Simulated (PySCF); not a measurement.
Job file and geometry (Å, from GFN2-xTB) of a spin–spin coupling run on `C1[C@@H]([GeH3])[C@H]1Br`, C$_{3}$H$_{7}$BrGe, B3LYP/pcJ-1 Br:pcSseg-1 Ge:pcSseg-1 indirect spin-spin coupling, non-relativistic, gas phase (PySCF 2.14.0, density-fitted response routines); density fitting, a coarse starting grid and PySCF grid level 2 are the driver's defaults:

```
$ OMP_NUM_THREADS=1 python probes_run.py task.json out

{"job": {"kind": "j", "xc": "B3LYP", "basis": "pcJ-1"}, "charge": 0, "multiplicity": 1}
Ge     1.685012     0.138391    -0.200416
C     -0.037704    -0.467415     0.514226
C     -1.194582    -0.677598    -0.426243
C     -1.184237     0.487088     0.497079
Br    -0.869889     2.234958    -0.247307
H      2.683197    -0.964912    -0.051394
H      2.183053     1.324046     0.553395
H      1.550240     0.473081    -1.646711
H      0.005789    -1.129869     1.372162
H     -1.899281    -1.474070    -0.229772
H     -1.036487    -0.487017    -1.479536
H     -1.883911     0.542631     1.318490
```

Question: What does the program print?

Answer: 
```
coarse grid: 47592 points
cycle   1  E = -4769.1710461899  dE = -1.317e+00  |g| = 1.174e+00  |ddm| = 3.104e+00
cycle   2  E = -4769.1419635685  dE =  2.908e-02  |g| = 1.049e+00  |ddm| = 9.111e-01
cycle   3  E = -4769.2372572343  dE = -9.529e-02  |g| = 2.029e-01  |ddm| = 6.851e-01
cycle   4  E = -4769.2432188473  dE = -5.962e-03  |g| = 5.887e-02  |ddm| = 2.098e-01
cycle   5  E = -4769.2440622606  dE = -8.434e-04  |g| = 1.682e-02  |ddm| = 6.939e-02
cycle   6  E = -4769.2441123216  dE = -5.006e-05  |g| = 2.771e-03  |ddm| = 1.410e-02
cycle   7  E = -4769.2441135681  dE = -1.247e-06  |g| = 1.209e-03  |ddm| = 3.022e-03
final grid: 97344 points
cycle   8  E = -4769.2440862368  dE =  4.394e-07  |g| = 1.862e-03  |ddm| = 2.820e-03
cycle   9  E = -4769.2440849383  dE =  1.299e-06  |g| = 2.998e-03  |ddm| = 3.828e-03
cycle  10  E = -4769.2440870352  dE = -2.097e-06  |g| = 1.699e-04  |ddm| = 2.397e-03
cycle  11  E = -4769.2440870407  dE = -5.521e-09  |g| = 2.126e-05  |ddm| = 1.557e-04
cycle  12  E = -4769.2440870409  dE = -1.364e-10  |g| = 5.243e-06  |ddm| = 2.708e-05
converged SCF energy = -4769.2440870409

Indirect spin-spin couplings (Hz)
  i      j    bonds     total        FC       PSO       DSO        SD
  1 C    2 C    1     11.950    12.386    -0.748     0.312         -
  1 C    3 C    1     13.337    14.551    -1.602     0.388         -
  1 C    5 H    2     12.737    13.206    -0.042    -0.427         -
  1 C    6 H    2      5.144     5.570     0.043    -0.469         -
  1 C    7 H    2      4.043     4.444     0.069    -0.469         -
  1 C    8 H    1    166.313   164.160     0.680     1.473         -
  1 C    9 H    2     -2.000    -2.416     0.470    -0.054         -
  1 C   10 H    2     -0.729    -1.209     0.395     0.085         -
  1 C   11 H    2     -0.180    -0.534     0.331     0.022         -
  2 C    3 C    1     16.633    17.822    -1.516     0.326         -
  2 C    5 H    3     -0.476    -0.199     0.132    -0.410         -
  2 C    6 H    3      4.802     5.183     0.226    -0.606         -
  2 C    7 H    3      3.198     3.066    -0.048     0.179         -
  2 C    8 H    2     -2.415    -2.780     0.430    -0.065         -
  2 C    9 H    1    167.588   165.930     0.650     1.009         -
  2 C   10 H    1    173.056   171.411     0.476     1.169         -
  2 C   11 H    2      0.129    -0.092     0.340    -0.119         -
  3 C    5 H    3      4.851     5.255     0.234    -0.638         -
  3 C    6 H    3      3.225     3.249     0.011    -0.036         -
  3 C    7 H    3     -0.477    -0.448     0.059    -0.088         -
  3 C    8 H    2     -0.543    -0.960     0.281     0.135         -
  3 C    9 H    2     -0.187    -0.527     0.342    -0.002         -
  3 C   10 H    2     -4.119    -4.420     0.197     0.104         -
  3 C   11 H    1    204.615   203.733    -0.666     1.549         -
  5 H    6 H    2      7.998    11.271     1.160    -4.433         -
  5 H    7 H    2      7.773    11.137     1.148    -4.513         -
  5 H    8 H    3      1.069     1.121    -0.035    -0.017         -
  5 H    9 H    4     -0.378     0.079     0.774    -1.231         -
  5 H   10 H    4     -0.394     0.677     0.458    -1.529         -
  5 H   11 H    4     -0.743     0.191     1.121    -2.055         -
  6 H    7 H    2      7.222    10.640     1.138    -4.556         -
  6 H    8 H    3     -1.403    -0.502     0.681    -1.582         -
  6 H    9 H    4      1.245     2.210     1.297    -2.262         -
  6 H   10 H    4     -1.256     0.329     0.793    -2.377         -
  6 H   11 H    4     -0.281    -0.104     0.677    -0.854         -
  7 H    8 H    3      4.549     6.502     1.594    -3.547         -
  7 H    9 H    4     -0.265    -0.274     0.986    -0.977         -
  7 H   10 H    4      1.192    -0.209    -1.361     2.762         -
  8 H    9 H    3     12.618    12.125     0.240     0.253         -
  8 H   10 H    3      9.043     8.534     2.675    -2.166         -
  8 H   11 H    3      9.070     8.361     0.183     0.526         -
  9 H   10 H    2     -7.072    -7.854     3.025    -2.242         -
  9 H   11 H    3      8.076     7.580     0.323     0.172         -
 10 H   11 H    3      3.931     3.487     2.575    -2.130         -
```

Size and cost of the density-fitted run: 233 basis functions, 82 s wall time on 1 thread of an Arm Neoverse N1, shared host; peak memory 1.1 GiB.
